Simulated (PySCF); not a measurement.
PySCF input file for AlH₃, SMILES [AlH3], PBE0/pcJ-2. Coordinates come from a ωB97X-D3(BJ)/def2-TZVPD optimisation. The isomer is the one that the SMILES or the coordinates give; other isomers of the formula were not compared.

```python
import numpy as np
from pyscf import gto, scf, dft
from pyscf.prop.ssc import rks as ssc

mol = gto.M(
    atom='''
    Al    0.00000000    0.00000000    0.00000000
    H     1.58269661    0.00000000    0.00000000
    H    -0.79134831    1.37065547    0.00000000
    H    -0.79134830   -1.37065547    0.00000000
    ''',
    basis='pcJ-2',
    charge=0,
    spin=0,
    max_memory=1600,
    verbose=3,
)
mf = dft.RKS(mol, xc='pbe0')
mf.grids.level = 3
mf.conv_tol = 1e-10
mf.max_cycle = 100
mf.kernel()
j = ssc.SSC(mf)
j.with_fcsd = True
j.max_cycle_cphf = 80
j.conv_tol = 1e-7
e11 = j.kernel()
```

It prints:

```
converged SCF energy = -243.437789061838
Reduced spin-spin coupling constant K (Hz)
               #0        #1        #2        #3
        0 Al   0.00000
        1 H   34.38376   0.00000
        2 H   34.38372   0.92270   0.00000
        3 H   34.38367   0.92269   0.92271   0.00000
Spin-spin coupling constant J (Hz)
               #0        #1        #2        #3
        0 Al   0.00000
        1 H  279.75107   0.00000
        2 H  279.75069  28.78817   0.00000
        3 H  279.75031  28.78804  28.78849   0.00000
```

Self-consistency was reached.

Cost: roughly 50 core-seconds.
